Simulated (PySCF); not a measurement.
**Energy of Sn²⁺ (tin, charge +2) between two integer charges**

The 5s beta orbital of [Kr] 4d10 5s2 is emptied in steps (occupation f), with all orbitals relaxed, ending at [Kr] 4d10 5s1. Calculation: PySCF 2.14, in def2-SVP with the def2 core potential (28 electrons) (4s4p2d, 26 functions); scalar relativity through the core potential. The exact energy is a straight line in f; departures are measured from the line between the end points of the same method.

| f | UHF (eV) | LDA (eV) | PBE (eV) | PBE0 (eV) | r2SCAN (eV) | LC-wPBE (eV) | BHandHLYP (eV) | wB97X (eV) | CAM-B3LYP (eV) | TPSS (eV) |
| --- | --- | --- | --- | --- | --- | --- | --- | --- | --- | --- |
| 1 | 0.000 | 0.000 | 0.000 | 0.000 | 0.000 | 0.000 | 0.000 | 0.000 | 0.000 | 0.000 |
| 0.75 | 0.041 | -0.870 | -0.868 | -0.634 | -0.760 | -0.102 | -0.439 | -0.192 | -0.405 | -0.834 |
| 0.5 | 0.053 | -1.159 | -1.161 | -0.847 | -1.002 | -0.141 | -0.592 | -0.243 | -0.546 | -1.122 |
| 0.25 | 0.038 | -0.867 | -0.872 | -0.635 | -0.746 | -0.111 | -0.451 | -0.162 | -0.415 | -0.852 |
| 0 | 0.000 | 0.000 | 0.000 | 0.000 | 0.000 | 0.000 | 0.000 | 0.000 | 0.000 | 0.000 |

Task: For TPSS, how does the orbital energy at f = 1 compare with the removal energy?

Result: −ε = 26.061 eV against a total-energy difference of 30.485 eV. By Janak's theorem ε = ∂E/∂f, so the gap between them reflects the curvature. Along the path −ε is 28.238 (f = 0.75), 30.435 (f = 0.5), 32.714 (f = 0.25) eV.

| method | E(f=0) − E(f=1) (eV) | −ε at f=1 (eV) | −ε at f=0.5 (eV) |
| --- | --- | --- | --- |
| UHF | 28.557 | 28.782 | 28.550 |
| LDA | 31.296 | 26.654 | 31.306 |
| PBE | 30.819 | 26.205 | 30.806 |
| PBE0 | 30.452 | 27.079 | 30.447 |
| r2SCAN | 30.495 | 26.419 | 30.543 |
| LC-wPBE | 30.300 | 29.751 | 30.275 |
| BHandHLYP | 30.305 | 27.982 | 30.275 |
| wB97X | 30.628 | 29.575 | 30.701 |
| CAM-B3LYP | 30.776 | 28.630 | 30.751 |
| TPSS | 30.485 | 26.061 | 30.435 |

As f goes to zero the orbital energy of a semilocal functional can turn back, because the density of that orbital vanishes from the exchange-correlation potential.

Reference removal energy between the ground levels: 30.506 eV (measured; NIST Atomic Spectra Database, ionization energies). UHF lacks correlation.
